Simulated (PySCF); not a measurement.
# Property card for `CC(C)c1nn(C)nc1C`

Species: C7H13N3.
Numbering: `[CH3:1][c:2]1[n:3][n:4]([CH3:5])[n:6][c:7]1[CH:8]([CH3:9])[CH3:10]` (hydrogens: H11, H12, H13 on C1; H14, H15, H16 on C5; H17 on C8; H18, H19, H20 on C9; H21, H22, H23 on C10)

Structural features include: pyridine-type ring nitrogen and pyrrole-type ring nitrogen.

From GFN2-xTB geometry:

```yaml
Rotational_constants_A_B_C_of_the_GFN2-xTB_geometry: 1.905, 1.042, 0.795 GHz
```

PBE0/pcSseg-1 ground state and GIAO shieldings, non-relativistic (PySCF):

```yaml
Dipole_moment: 0.03 D
HOMO_energy: -6.87 eV
LUMO_energy: 0.23 eV
HOMO–LUMO_gap: 7.10 eV
Lowest_Hirshfeld_atomic_charge: -0.15 e on N3
Highest_Hirshfeld_atomic_charge: +0.09 e on N4
13C_chemical_shifts_computed_TMS_as_zero_by_class: 157.4 (C7), 144.4 (C2), 41.3 (C5), 29.0 (C8), 25.9 (C9/C10), 12.1 (C1) ppm
1H_chemical_shifts_computed_TMS_as_zero_by_class: 4.11 (H14/H15/H16), 2.81 (H17), 2.42 (H11/H12/H13), 1.35 (H18/H19/H20/H21/H22/H23) ppm
Isotropic_shieldings_of_nuclei_other_than_C_and_H_by_class: -94 (N3), -93 (N6), 7 (N4) ppm
Mayer_bond_orders_between_heavy_atoms: C1–C2 1.08, C2–N3 1.47, N3–N4 1.23, N4–C5 0.90, N4–N6 1.23, N6–C7 1.45, C7–C8 0.96, C8–C9 1.03, C8–C10 1.03, C7–C2 1.35
```

Monoisotopic mass (most abundant isotopes): 139.1109 u.

The rotational constants make it an asymmetric top with κ = (2B − A − C)/(A − C) = -0.55, nearer the prolate limit (−1). With B = h/(8π²I), that is 505.379 GHz u Å² over I, the principal moments of inertia are 265.3, 485.0 and 636.0 u Å² (most abundant isotopes); the inertial defect Ic − Ia − Ib is -114.3 u Å² (zero for a rigid planar frame, negative otherwise).

Isolated species at its GFN2-xTB geometry (one conformer only). GFN2-xTB frequencies show an imaginary mode (44i cm⁻¹), so this geometry is no minimum at that level. NMR classes are plain means over equivalent atoms (diastereotopic ones count apart unless rotation or inversion swaps them), as if these changed places fast; in this geometry the members of some classes differ.

Conformer computed: `[CH3:1][c:2]1[n:3][n:4]([CH3:5])[n:6][c:7]1[CH:8]([CH3:9])[CH3:10]`: N6–C7–C8–C9 -61°.
